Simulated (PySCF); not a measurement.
Constitutional and geometric isomers with formula C3H5N. Gas-phase values, no solvent. One relaxed conformer stands for each flexible species; it need not be the lowest. Strings in code marks are SMILES.

Quantity: electronic energy of isomers of C3H5N relative to `CCC#N`, in kcal/mol.

A: `C1=CNC1`
B: `NC1C=C1`
C: `C=CN=C` (C–C–N–C torsion 180°)
D: `C=C=NC`
E: `CC#CN`

Task: Order them by electronic energy of isomers of C3H5N relative to `CCC#N` (lowest first) at the level B3LYP-D3(BJ)/def2-TZVP // PBE0-D4/def2-TZVP (PySCF).

Result: C (24.5 kcal/mol), D (27.1 kcal/mol), E (36.3 kcal/mol), A (42.5 kcal/mol), B (59.1 kcal/mol)
